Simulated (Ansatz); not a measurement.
A run for Ansatz (a quantum-chemistry and plane-wave program): R-B97M-V/def2-TZVPP on CHN (SMILES [C-]#[NH+]).

Ansatz 0.2 input:
```yaml
crystal:
  periodic: [false, false, false]
  atoms:
    - {symbol: C, position_ang: [1.09253891, 0.18752038, -0.00000000]}
    - {symbol: N, position_ang: [-0.05473317, -0.00936817, 0.00000000]}
    - {symbol: H, position_ang: [-1.03780574, -0.17815221, -0.00000000]}
basis:
  gaussian:
    orbitals: def2-TZVPP
hamiltonian:
  xc: {name: B97M-V}
scf: {lower_state_search: off}
```

Program output:

```
WARN ansatz: RAYON_NUM_THREADS=4 ignored (pool sized by the plan → 4); use --threads N
Functional definition: B97M-V
these checks for a lower state are left out or cut short: stability, starts, cluster_reference, orbital_swaps, neighbouring_geometries, increment
integrals: 0.01 GiB planned
394 factors; their error is unknown
mean field: 0.17 GiB planned
mean field evaluation 1: about -2538.6390 eV, gradient 4.4e1 eV
mean field evaluation 2: about -2534.7830 eV, gradient 5.9e1 eV
mean field evaluation 4: about -2542.3508 eV, gradient 2.0e0 eV
mean field evaluation 8: about -2542.3624 eV, gradient 2.7e-2 eV
mean field evaluation 16: about -2542.3585 eV, gradient 2.8e-6 eV
mean field -2542.35848124 eV, -93.4299509130 hartree, gradient 3.7e-6 eV, S^2 0.000000; 0 other end points of the search recorded, 0 dependent functions left out
reference -2542.35851669 eV, -93.4299522158 hartree; 7, 7 occupied and 69, 69 virtual orbitals, 394 factors
Total energy: -2542.35851669 eV, -93.4299522158 hartree
Checks for a lower state left out: stability, starts, cluster_reference, orbital_swaps, neighbouring_geometries, increment
```

The run converged.

Cost: very roughly 0.7 core-seconds.
